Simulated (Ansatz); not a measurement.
All values below come from frozen-core CCSD(T)/cc-pVDZ // B3LYP-D3(BJ)/def2-SVP in Ansatz (an electronic-structure program).

Ansatz 0.2 input:
```yaml
crystal:
  periodic: [false, false, false]
  atoms:
    - { symbol: Br, position_ang: [-1.114795, -1.796623, -0.670688] }
    - { symbol: Si, position_ang: [0.0, 0.0, 0.0] }
    - { symbol: Br, position_ang: [-1.100802, 1.825227, -0.614189] }
    - { symbol: Br, position_ang: [2.016541, 0.006625, -0.9241] }
    - { symbol: Br, position_ang: [0.199054, -0.035227, 2.208977] }
basis:
  gaussian: { orbitals: cc-pVDZ }
correlation:
  method: ccsd_t
```

Output:

```
Functional definition: HF
1445 factors; integrals over basis functions are off by at most 6.9e-4 eV
mean field evaluation 1: about -287858.1818 eV, gradient 2.4e1 eV
mean field evaluation 2: about -287858.2333 eV, gradient 2.4e1 eV
mean field evaluation 4: about -287860.1192 eV, gradient 1.7e0 eV
mean field evaluation 8: about -287860.1412 eV, gradient 4.9e-4 eV
mean field evaluation 16: about -287860.1397 eV, gradient 5.7e-1 eV
mean field -287860.14124290 eV, -10578.6650720649 hartree, gradient 3.5e-6 eV, S^2 0.000000; 0 other end points of the search recorded, 0 dependent functions left out
41 core orbitals not correlated
reference -287860.14124290 eV, -10578.6650720649 hartree; 36, 36 occupied and 49, 49 virtual orbitals, 1445 factors
second order -16.29807477 eV of doubles, -0.00000000 eV of singles
cycle   1  -16.77689346 eV  change   -4.8e-1 eV  update   8.9e-2
cycle   2  -17.08581746 eV  change   -3.1e-1 eV  update   2.4e-2
cycle   3  -17.14513812 eV  change   -5.9e-2 eV  update   1.1e-2
cycle   4  -17.14047821 eV  change    4.7e-3 eV  update   2.2e-3
cycle   5  -17.13984559 eV  change    6.3e-4 eV  update   8.1e-4
cycle   6  -17.13957097 eV  change    2.7e-4 eV  update   1.9e-4
cycle   7  -17.13953099 eV  change    4.0e-5 eV  update   6.5e-5
perturbative correction -0.44256492 eV, -0.0162639610 hartree
Total energy: -287877.72333882 eV, -10579.3112021723 hartree
```

Cost: around 24 core-seconds (rough).
